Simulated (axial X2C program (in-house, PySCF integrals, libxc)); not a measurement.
# Low determinants of TaP at the PBE0 level, two-component

Computed with an in-house relativistic program for diatomic molecules. Two-component (2c) means X2C with spin–orbit coupling and atomic mean-field two-electron Coulomb and Gaunt terms. Basis: Ta dyall-cv3z [13s14p9d7f4g], P dyall-v3z [8s7p2d1f] (cores contracted in-house); Gaussian nuclei, density fitting, unrestricted open shells. Masses: Ta 180.948 u, P 30.974 u.

Search at 2.148 Å (vertical energies from the lowest determinant):

```
ΔE (eV)  state  electrons beyond evenly filled partner blocks  electrons in ±ω = 1/2, 3/2, 5/2, 7/2
   0.00  Ω = 1                              ω = -1/2, ω = 3/2                             53 25 8 2
   0.30  Ω = 0                                           none                             54 24 8 2
   0.42  Ω = 3                               ω = 1/2, ω = 5/2                             53 24 9 2
   0.72  Ω = 2                               ω = 1/2, ω = 3/2                             53 25 8 2
   1.17  Ω = 2                              ω = -1/2, ω = 5/2                             53 24 9 2
   1.31  Ω = 1                              ω = -3/2, ω = 5/2                             52 25 9 2
   1.38  Ω = 3                                    2 × ω = 3/2                             54 24 8 2
```

Lowest determinant, Ω = 1 (⟨Sz⟩ = -0.99, ⟨Lz⟩ = 1.99 at PBE0): Re = 2.139 Å, ωe = 527.7 cm⁻¹.

The determinant in row 2 of the search, Ω = 0 (closed shell), was followed along the bond at PBE0; measured from the minimum of the lowest determinant it gives:

Te = 0.271 eV (2188 cm⁻¹), Re = 2.103 Å, ωe = 583.3 cm⁻¹.

(1) Compare the bond of the determinant in row 2 with that of the lowest one.

The search compares states at one distance, so a state with another bond length can lie lower; it is not exhaustive and yields mostly the lowest determinant of each block pattern, so other components and higher states of one pattern are missing. These are energies of single determinants, not of spin-adapted states; PBE0 term energies can be off by some tenths of an eV, and the functional has no current term. Open-shell Ω = 0 determinants with evenly filled partner blocks cannot be reached by this program, so the Ω shown need not be the lowest component. The lowest determinant need not be the ground state where others lie within half an eV.

Answers

(1) At PBE0 its Re is 0.036 Å shorter and its force constant, which goes as ωe², is 1.22 times that of the lowest determinant. T0 ≈ Te + Δωe/2 = 2188 + (28) = 2216 cm⁻¹.
